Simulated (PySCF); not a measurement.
C6H5, SMILES [c]1ccccc1, multiplicity 2. The structure is a stationary point at PBE0-D3(BJ)/def2-SVP. The isomer is the one that the SMILES or the coordinates give; other isomers of the formula were not compared.

### Question
Give the equilibrium geometry at PBE0-D3(BJ)/def2-SVP (PySCF confirms it by a frequency run) as Cartesian coordinates in Å, and its point group. (An estimate is asked for; the answer gives what the named calculation found.)

### Answer
point group C2v.
```xyz
11

C      0.0000     0.0000    -1.3970
C      0.0000    -1.2257    -0.7707
C      0.0000    -1.2127     0.6310
C      0.0000     0.0000     1.3221
C      0.0000     1.2127     0.6310
C      0.0000     1.2257    -0.7707
H      0.0000    -2.1676    -1.3257
H      0.0000    -2.1576     1.1815
H      0.0000     0.0000     2.4145
H      0.0000     2.1576     1.1815
H      0.0000     2.1676    -1.3257
```
Charge 0, spin multiplicity 2.
